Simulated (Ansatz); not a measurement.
Two structures of InSiH4Cl, closed shell, reached by relaxing down either side of one saddle point (PBE0-D4/def2-TZVP). Energies are electronic, without zero-point energy. Program: Ansatz 0.2.0. Basis: def2-TZVPP and def2-QZVPP. Cores are frozen in the correlated methods. Filled d shells of the heavier atoms are correlated. Core potentials replace the inner electrons of the atoms past krypton. The def2 sets are not built for correlating such inner shells, so the correlated values are less sure here. Extrapolation: Hartree–Fock as exp(−7.88 √X), correlation as X^−2.97. First:

```
7
angstrom
In -0.4919 -1.2761 0.1854
Si 0.6048 0.9879 -0.2939
H -0.1779 -2.9151 -0.2132
Cl -2.4281 -1.0861 1.5087
H 0.6617 1.2143 -1.7635
H 1.9965 0.9904 0.2326
H -0.1652 2.0846 0.3438
```

Second:

```xyz
7
angstrom
In -1.9522 -1.2577 1.0812
Si 0.9995 0.9155 -0.5676
H 1.1065 -0.5423 -0.8362
Cl -3.0390 -3.3048 1.7527
H -0.2771 1.4239 -1.1299
H 1.0196 1.1439 0.8995
H 2.1426 1.6214 -1.1999
```

(1) Which bonds change from the first to the second?

(2) Give the saddle point's structure and its height above each. (Judge from chemistry; the value comes from the calculation.)

No T1 diagnostic of these runs exceeds 0.017. The start structure is not quite a true minimum (one mode of 31i cm⁻¹).

Results:

(1) InSiH₄Cl ([SiH3][InH][Cl]) → InCl + SiH₄; bonds formed: Si2–H3; bonds broken: In1–Si2, In1–H3.

(2) By the calculation: 2.239 eV above the first and 2.862 eV above the second (CCSD(T) at an estimated basis limit (MP2 extrapolated from triple and quadruple zeta, plus CCSD(T) − MP2 in triple zeta)).
| atom | x (Å) | y (Å) | z (Å) |
| --- | --- | --- | --- |
| In1 | -1.1000 | -0.7080 | 0.6631 |
| Si2 | 0.6554 | 0.8040 | -0.3443 |
| H3 | 0.5548 | -1.0326 | -0.5029 |
| Cl4 | -2.5373 | -2.3794 | 1.4216 |
| H5 | -0.1703 | 0.6883 | -1.5843 |
| H6 | 1.4807 | 0.3898 | 0.8300 |
| H7 | 1.1167 | 2.2378 | -0.4833 |

Losses and insertions of silylenes and their heavier kin drive the gas-phase chemistry of silicon and germanium vapour deposition.

Labels in which every atom is bracketed show which atoms are joined, not bond orders.

For scale, one of the runs: CCSD(T)/def2-TZVPP, 190 basis functions, launched by `ansatz run in.yaml --threads 4 --pin off --events-out ev --progress --plain --max-ram 9574MiB`. Hardware: 4 CPU threads of an Arm Neoverse V2, shared host. Wall time 35 s; peak host memory 2.1 GiB.
